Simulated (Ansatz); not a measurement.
Geometry optimisation, UKS PBE/def2-SVP in Ansatz 0.2.0.

input.yaml

```yaml
crystal:
  periodic: [false, false, false]
  atoms:
    - { symbol: Ga, position_ang: [0.0, 0.0, 0.0] }
    - { symbol: H, position_ang: [0.0, 0.0, 1.82] }
    - { symbol: H, position_ang: [1.3596, 0.0, -0.785] }
    - { symbol: H, position_ang: [-1.3596, 0.0, -0.785] }
    - { symbol: O, position_ang: [0.0, 0.0, 3.13] }
    - { symbol: H, position_ang: [-0.5144, -0.8011, 3.4671] }
magnetization:
  spin_polarized: true
  initial_magnetization: 1
basis:
  gaussian: { orbitals: def2-SVP }
hamiltonian:
  xc: pbe
relax:
  f_tol: 0.15
  max_steps: 25
  restrain:
    - { distance: [1, 4], at: 2.21, k: 30.0 }
    - { distance: [0, 1], at: 1.57, k: 30.0 }
output:
  orbitals: {}
```

Command:

```bash
$ ansatz run input.yaml --threads 2 --pin off --max-ram 3072MiB --backend cpu --events-out ev --progress --plain --runs-dir out
```

Task: Where does it end, and by what steps?

Result: The run converged. The restraints hold the end off the free minimum; the threshold counts their pulls, which the force column leaves out. Restrained pairs: H2–O5 (1.31 → 2.21 Å), Ga1–H2 (1.82 → 1.60 Å). After 23 steps the energy has fallen by 0.791 eV (the restraints' own energy left out); H2 moved furthest, 1.74 Å.

```json
{"step": "0", "energy less start (eV)": "0.0000", "largest force component (eV/Å)": "2.415", "accepted": "yes"}
{"step": "1", "energy less start (eV)": "0.5003", "largest force component (eV/Å)": "1.014", "accepted": "yes"}
{"step": "2", "energy less start (eV)": "0.7521", "largest force component (eV/Å)": "1.570", "accepted": "yes"}
{"step": "3", "energy less start (eV)": "0.7716", "largest force component (eV/Å)": "0.632", "accepted": "yes"}
{"step": "4", "energy less start (eV)": "0.7848", "largest force component (eV/Å)": "0.849", "accepted": "no"}
{"step": "5", "energy less start (eV)": "0.7645", "largest force component (eV/Å)": "0.511", "accepted": "yes"}
{"step": "6", "energy less start (eV)": "0.7632", "largest force component (eV/Å)": "0.395", "accepted": "no"}
{"step": "7", "energy less start (eV)": "0.7615", "largest force component (eV/Å)": "0.488", "accepted": "yes"}
{"step": "8", "energy less start (eV)": "0.7602", "largest force component (eV/Å)": "0.478", "accepted": "yes"}
{"step": "9", "energy less start (eV)": "0.7558", "largest force component (eV/Å)": "0.461", "accepted": "yes"}
{"step": "10", "energy less start (eV)": "0.7467", "largest force component (eV/Å)": "0.441", "accepted": "yes"}
{"step": "11", "energy less start (eV)": "0.7258", "largest force component (eV/Å)": "0.374", "accepted": "yes"}
{"step": "12", "energy less start (eV)": "0.6853", "largest force component (eV/Å)": "0.564", "accepted": "yes"}
{"step": "13", "energy less start (eV)": "0.6049", "largest force component (eV/Å)": "0.386", "accepted": "yes"}
{"step": "14", "energy less start (eV)": "0.4843", "largest force component (eV/Å)": "0.539", "accepted": "yes"}
{"step": "15", "energy less start (eV)": "0.3097", "largest force component (eV/Å)": "1.043", "accepted": "yes"}
{"step": "16", "energy less start (eV)": "0.0303", "largest force component (eV/Å)": "0.776", "accepted": "yes"}
{"step": "17", "energy less start (eV)": "-0.4470", "largest force component (eV/Å)": "0.846", "accepted": "yes"}
{"step": "18", "energy less start (eV)": "-0.6369", "largest force component (eV/Å)": "2.376", "accepted": "yes"}
{"step": "19", "energy less start (eV)": "-0.7136", "largest force component (eV/Å)": "1.717", "accepted": "yes"}
{"step": "20", "energy less start (eV)": "-0.7835", "largest force component (eV/Å)": "1.027", "accepted": "yes"}
{"step": "21", "energy less start (eV)": "-0.7859", "largest force component (eV/Å)": "1.099", "accepted": "yes"}
{"step": "22", "energy less start (eV)": "-0.7867", "largest force component (eV/Å)": "1.009", "accepted": "no"}
{"step": "23", "energy less start (eV)": "-0.7912", "largest force component (eV/Å)": "1.007", "accepted": "yes"}
```

```xyz
6
Properties=species:S:1:pos:R:3
Ga -0.004 -0.015 0.564
H 0.239 -1.530 1.033
H 1.320 0.501 -0.121
H -1.498 0.101 0.040
O 0.141 0.169 2.444
H -0.713 -0.027 2.887
```

Time of the run: 45 s on 2 threads of Intel(R) Xeon(R) Platinum 8175M CPU @ 2.50GHz (Skylake/Cascade Lake), with other jobs on the host, peak memory 0.16 GiB.
